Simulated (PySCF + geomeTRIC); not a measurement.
Level of theory: B3LYP-D3(BJ)/def2-TZVP in PySCF + geomeTRIC. fastk is a local helper that only speeds up exchange builds. No frequencies were computed at this level.

```python
import json, numpy as np
from pyscf import gto, dft
from fastk import lowrank_exchange
atoms = """
F     -0.841085    -1.019322    -0.107611
C     -0.081806     0.006350     0.274450
F     -0.653793     1.149023    -0.101786
Cl     1.576684    -0.136051    -0.065053
"""
def scf(charge, spin, dm0=None):
    mol = gto.M(atom=atoms, basis='def2-tzvp', ecp={}, charge=charge, spin=spin, verbose=3, max_memory=3780)
    mf = dft.KS(mol, xc='b3lyp').density_fit(auxbasis="def2-universal-jkfit")
    mf.disp = 'd3bj'
    mf.grids.level = 3
    mf.conv_tol = 1e-8
    mf.max_cycle = 60
    mf.kernel(dm0)
    if not mf.converged:
        mf = mf.newton().run(mf.mo_coeff, mf.mo_occ).undo_soscf()
    return mf
mf = scf(0, 1)
lowrank_exchange(mf)  # same exchange matrices as the stock routine, built faster for response steps
mo, _, stable, _ = mf.stability(return_status=True)
if not stable:
    mf.kernel(mf.make_rdm1(mo, mf.mo_occ))
del mf.get_jk
from pyscf.geomopt.geometric_solver import kernel as optimize
path = []
done, mol = optimize(mf, maxsteps=80, assert_convergence=False, callback=lambda env: path.append((env["energy"], bool(env["g_scanner"].converged))))
res = dict(converged=bool(done and path[-1][1]), energy=path[-1][0], path=[e for e, c in path], xyz=mol.atom_coords(unit="Angstrom").tolist(), nao=mol.nao)
json.dump(res, open("result.json", "w"))
```

Output:

```
converged SCF energy = -698.056851317289  <S^2> = 0.75267153  2S+1 = 2.0026697
<class 'pyscf.df.df_jk.DFUKS'> wavefunction is stable in the internal stability analysis
Geometry optimization cycle 1
converged SCF energy = -698.056851316922  <S^2> = 0.75267163  2S+1 = 2.0026699
cycle 1: E = -698.056851317  dE = -698.057  norm(grad) = 0.0249082
Geometry optimization cycle 2
converged SCF energy = -698.057167518707  <S^2> = 0.75263217  2S+1 = 2.0026304
cycle 2: E = -698.057167519  dE = -0.000316202  norm(grad) = 0.0166033
Geometry optimization cycle 3
converged SCF energy = -698.05753441062  <S^2> = 0.75264415  2S+1 = 2.0026424
cycle 3: E = -698.057534411  dE = -0.000366892  norm(grad) = 0.00344731
Geometry optimization cycle 4
converged SCF energy = -698.057554596785  <S^2> = 0.75264799  2S+1 = 2.0026462
cycle 4: E = -698.057554597  dE = -2.01862e-05  norm(grad) = 0.000685219
Geometry optimization cycle 5
converged SCF energy = -698.057555787358  <S^2> = 0.75264676  2S+1 = 2.002645
cycle 5: E = -698.057555787  dE = -1.19057e-06  norm(grad) = 0.000285535
Geometry optimization cycle 6
converged SCF energy = -698.057556665414  <S^2> = 0.75264357  2S+1 = 2.0026418
cycle 6: E = -698.057556665  dE = -8.78056e-07  norm(grad) = 0.00155281
Geometry optimization cycle 7
converged SCF energy = -698.057557521036  <S^2> = 0.75264199  2S+1 = 2.0026402
cycle 7: E = -698.057557521  dE = -8.55621e-07  norm(grad) = 0.00214359
Geometry optimization cycle 8
converged SCF energy = -698.057558841863  <S^2> = 0.75264278  2S+1 = 2.002641
cycle 8: E = -698.057558842  dE = -1.32083e-06  norm(grad) = 0.0018294
Geometry optimization cycle 9
converged SCF energy = -698.057560449759  <S^2> = 0.75264403  2S+1 = 2.0026423
cycle 9: E = -698.05756045  dE = -1.6079e-06  norm(grad) = 0.00136117
Geometry optimization cycle 10
converged SCF energy = -698.057562003486  <S^2> = 0.75264548  2S+1 = 2.0026437
cycle 10: E = -698.057562003  dE = -1.55373e-06  norm(grad) = 0.000607901
Geometry optimization cycle 11
converged SCF energy = -698.057562302846  <S^2> = 0.75264593  2S+1 = 2.0026442
cycle 11: E = -698.057562303  dE = -2.9936e-07  norm(grad) = 0.00021362
<class 'geometric.internal.Distance'> : 3
<class 'geometric.internal.Angle'> : 3
<class 'geometric.internal.TranslationX'> : 1
<class 'geometric.internal.TranslationY'> : 1
<class 'geometric.internal.TranslationZ'> : 1
<class 'geometric.internal.RotationA'> : 1
<class 'geometric.internal.RotationB'> : 1
<class 'geometric.internal.RotationC'> : 1
Step    0 : Gradient = 1.245e-02/2.073e-02 (rms/max) Energy = -698.0568513169
Step    1 : Displace = 2.332e-02/3.708e-02 (rms/max) Trust = 1.000e-01 (=) Grad = 8.302e-03/1.273e-02 (rms/max) E (change) = -698.0571675187 (-3.162e-04) Quality = 0.550
Step    2 : Displace = 1.330e-02/1.729e-02 (rms/max) Trust = 1.000e-01 (=) Grad = 1.724e-03/2.037e-03 (rms/max) E (change) = -698.0575344106 (-3.669e-04) Quality = 1.031
Step    3 : Displace = 4.053e-03/4.642e-03 (rms/max) Trust = 1.414e-01 (+) Grad = 3.426e-04/4.487e-04 (rms/max) E (change) = -698.0575545968 (-2.019e-05) Quality = 0.953
Step    4 : Displace = 5.043e-04/7.588e-04 (rms/max) Trust = 2.000e-01 (+) Grad = 1.428e-04/1.623e-04 (rms/max) E (change) = -698.0575557874 (-1.191e-06) Quality = 0.759
Step    5 : Displace = 1.014e-03/1.484e-03 (rms/max) Trust = 2.828e-01 (+) Grad = 7.764e-04/1.202e-03 (rms/max) E (change) = -698.0575566654 (-8.781e-07) Quality = 0.179
Step    6 : Displace = 5.060e-04/6.810e-04 (rms/max) Trust = 5.068e-04 (-) Grad = 1.068e-03/1.595e-03 (rms/max) E (change) = -698.0575575210 (-8.556e-07) Quality = 0.109
Step    7 : Displace = 2.552e-04/3.097e-04 (rms/max) Trust = 2.530e-04 (-) Grad = 9.100e-04/1.404e-03 (rms/max) E (change) = -698.0575588419 (-1.321e-06) Quality = 1.155
Step    8 : Displace = 3.745e-04/4.757e-04 (rms/max) Trust = 3.578e-04 (+) Grad = 6.738e-04/1.090e-03 (rms/max) E (change) = -698.0575604498 (-1.608e-06) Quality = 1.074
Step    9 : Displace = 4.994e-04/7.546e-04 (rms/max) Trust = 5.060e-04 (+) Grad = 2.867e-04/4.813e-04 (rms/max) E (change) = -698.0575620035 (-1.554e-06) Quality = 1.082
Step   10 : Displace = 3.391e-04/5.752e-04 (rms/max) Trust = 7.155e-04 (+) Grad = 2.366e-05/2.866e-05 (rms/max) E (change) = -698.0575623028 (-2.994e-07) Quality = 0.855
Converged! =D
```

Cost: very roughly 4 core-minutes.
